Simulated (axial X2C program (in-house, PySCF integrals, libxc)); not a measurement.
# NbF⁺: cheaper levels and CCSD(T), with spin–orbit coupling

Computed with an axial X2C code built on PySCF integrals. Two-component (2c) means X2C with spin–orbit coupling and atomic mean-field two-electron Coulomb and Gaunt terms. Basis: Nb dyall-cv3z [11s12p9d5f3g], F dyall-av3z [7s6p3d2f] (cores contracted in-house); Gaussian nuclei, density fitting, unrestricted open shells. Masses: Nb 92.906 u, F 18.998 u.

State: Ω = 3/2 (⟨Sz⟩ = 1.49, ⟨Lz⟩ = 0.01 at HF); fragments Nb+ + F.

| level | Re (Å) | ωe (cm⁻¹) |
| --- | --- | --- |
| PBE0 | 1.783 | 749.6 |
| HF | 1.824 | 676.6 |
| MP2 | 1.807 | 704.0 |
| CCSD | 1.811 | 704.7 |
| LDA | 1.758 | 794.9 |

Correlated methods: 11 electrons correlated (number of frozen shells: Nb 4 s, 3 p, 1 d; F 1 s), 293 virtual spin orbitals or spinors in MP2, 90 natural virtuals in coupled cluster.

CCSD(T), same Hamiltonian and basis:

Re = 1.811 Å, ωe = 706.9 cm⁻¹; T1 = 0.023 (Lee–Taylor normalisation).

(1) Give the differences from CCSD(T) in the columns below.

The state is one determinant whose occupation by symmetry is held fixed; it was picked as the lowest of a PBE0 search that is not exhaustive. De is not given where an atomic determinant may have missed its ground term or J level, or where the truncated virtual space spoils (T). Density functionals use the spin component along the axis (collinear). Coupled cluster ran in a truncated set of natural virtual spinors; the MP2 energy of the rest was added. (T) has no such correction and the atoms are truncated less, which lowers De at CCSD(T) by a hundredth of an eV or more. PBE0 can misorder states that lie within some tenths of an eV, so this need not be the ground state of the molecule. The nearest other spin-free determinant of the search, M_S = 3/2, Λ = 1, lies 0.12 eV up at the distance of the search. The functionals have no current-density term, which raises determinants with orbital currents, atoms included. With several unpaired electrons one determinant need not be a pure state. A state of lower Ω lies just above, and one determinant can place such states too high, so the state shown need not be the lowest. The search has Ω = 1/2 only 0.08 eV up. The outer-core s and p shells of the metal are frozen in the correlated rows, which leaves out core–valence correlation; for alkali and alkaline-earth bonds that tends to lengthen them. At some level and bond length an empty orbital lies below a filled one. This is the top spin component of a Σ state; components of lower Ω are not single determinants and can lie lower. With the outer-core shells frozen, correlated bond lengths of heavy atoms tend to come out a few hundredths of an ångström too long.

Answers

(1) 

```
level  ΔRe (Å)  Δωe (cm⁻¹)
 PBE0   -0.028          43
   HF    0.013         -30
  MP2   -0.004          -3
 CCSD    0.000          -2
  LDA   -0.053          88
```
